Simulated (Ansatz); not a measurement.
Geometry optimisation, RKS PBE-D4/cc-pVDZ in Ansatz 0.2.0.

The input (input.yaml):

```yaml
crystal:
  periodic: [false, false, false]
  atoms:
    - { symbol: B, position_ang: [0.044997, -0.19457, -0.092097] }
    - { symbol: H, position_ang: [0.091179, -0.539557, 1.064822] }
    - { symbol: "N", position_ang: [1.26966, -0.190827, -0.771715] }
    - { symbol: H, position_ang: [2.165665, -0.372965, -0.320233] }
    - { symbol: H, position_ang: [1.356684, 0.060705, -1.757699] }
    - { symbol: C, position_ang: [-1.333878, 0.043766, -0.815393] }
    - { symbol: H, position_ang: [-1.939647, -0.890205, -0.796781] }
    - { symbol: H, position_ang: [-1.934941, 0.813391, -0.286353] }
    - { symbol: H, position_ang: [-1.23443, 0.360571, -1.875901] }
    - { symbol: F, position_ang: [0.020681, 2.058426, 1.058247] }
    - { symbol: H, position_ang: [0.047429, 1.253465, 1.532803] }
basis:
  gaussian: { orbitals: cc-pVDZ }
hamiltonian:
  xc: pbe
  dispersion: d4
relax:
  f_tol: 0.03
  max_steps: 50
```

Run as:

```bash
$ ansatz run input.yaml --threads 2 --pin off --max-ram 3072MiB --backend cpu --events-out ev --progress --plain --runs-dir out
```

Question: Where does it end, and by what steps?

Answer: The run converged. After 10 steps the energy has fallen by 0.087 eV; F10 moved furthest, 0.44 Å.

```
step  energy less start (eV)  largest force component (eV/Å)  accepted
   0                  0.0000                           0.657       yes
   1                 -0.0290                           1.621       yes
   2                 -0.0585                           1.165       yes
   3                 -0.0214                           0.766        no
   4                 -0.0773                           0.426       yes
   5                 -0.0818                           0.145       yes
   6                 -0.0834                           0.083       yes
   7                 -0.0867                           0.050       yes
   8                 -0.0868                           0.087       yes
   9                 -0.0870                           0.064       yes
  10                 -0.0872                           0.023       yes
```

```xyz
11
Properties=species:S:1:pos:R:3
B 0.068 -0.175 -0.159
H 0.132 -0.365 1.059
N 1.292 -0.200 -0.832
H 2.190 -0.319 -0.365
H 1.373 -0.065 -1.841
C -1.322 0.032 -0.858
H -2.012 -0.809 -0.628
H -1.803 0.942 -0.438
H -1.269 0.147 -1.960
F -0.107 2.079 1.483
H 0.011 1.136 1.479
```

Whether the end is a true minimum wasn't checked by a vibrational analysis.

Time of the run: 19 s on 2 threads of AMD EPYC 7R43 64-Core Processor (Zen 3), with other jobs on the host, peak memory 0.16 GiB.
